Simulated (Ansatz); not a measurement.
`BCOC` and `BBCOC` differ in one atom or group.

Ansatz, PBE0-D4/def2-TZVP geometries, multiplicity 1. Each molecule was computed in one conformer, which needn't be the lowest.

| property | `BCOC` |
| --- | --- |
| size of the dipole moment (PBE/def2-TZVPP) / D | 1.51 |
| LUMO energy (PBE/def2-TZVPP) / eV | -2.42 |
| HOMO energy (B3LYP/def2-TZVPP) / eV | -7.30 |
| LUMO energy (PBE0/def2-TZVPP) / eV | -1.36 |
| HOMO–LUMO gap (PBE0/def2-TZVPP) / eV | 6.17 |
| HOMO–LUMO gap (PBE/def2-TZVPP) / eV | 3.55 |

(1) Give the same properties after the change, and the shifts. (Estimate.)

Answers

(1) Computed: 
| property | `BBCOC` | shift |
| --- | --- | --- |
| size of the dipole moment (PBE/def2-TZVPP) / D | 1.44 | -0.07 |
| LUMO energy (PBE/def2-TZVPP) / eV | -2.71 | -0.29 |
| HOMO energy (B3LYP/def2-TZVPP) / eV | -7.26 | 0.04 |
| LUMO energy (PBE0/def2-TZVPP) / eV | -1.70 | -0.34 |
| HOMO–LUMO gap (PBE0/def2-TZVPP) / eV | 5.80 | -0.37 |
| HOMO–LUMO gap (PBE/def2-TZVPP) / eV | 3.22 | -0.33 |

Dipoles are sizes alone; their direction can turn.

B3LYP here is the variant with VWN-RPA as its local correlation; programs differ in this.
